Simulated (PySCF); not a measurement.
Delta-SCF ions had no search for a lower state. Excitations are Tamm–Dancoff values on a coarser integration grid. The basis has no diffuse functions, so Rydberg states are missing or too high.

Cartesian coordinates (Å):
```xyz
5

S      1.6530    -0.5791     0.0276
Al    -0.4752    -0.1719    -0.0246
Br    -1.2606     1.9334     0.0529
Br    -1.8908    -1.9080    -0.1586
H      1.9736     0.7257     0.1028
```
Charge 0, multiplicity 1.

Problem. Predict the LUMO, S1 excitation (TDA), dipole moment, S1–T1 gap (TDA), HOMO, HOMO–LUMO gap, vertical ionisation energy (Delta-SCF) and total energy from ωB97X-D3(BJ)/def2-TZVP // B3LYP-D3(BJ)/def2-TZVP run with PySCF 2.14.0.

Solution. 
- LUMO = 0.69 eV
- S1 excitation (TDA) = 6.13 eV
- dipole moment = 0.99 D
- S1–T1 gap (TDA) = 0.30 eV
- HOMO = -10.63 eV
- HOMO–LUMO gap = 11.32 eV
- vertical ionisation energy (Delta-SCF) = 10.57 eV
- total energy = -5789.6156 Ha
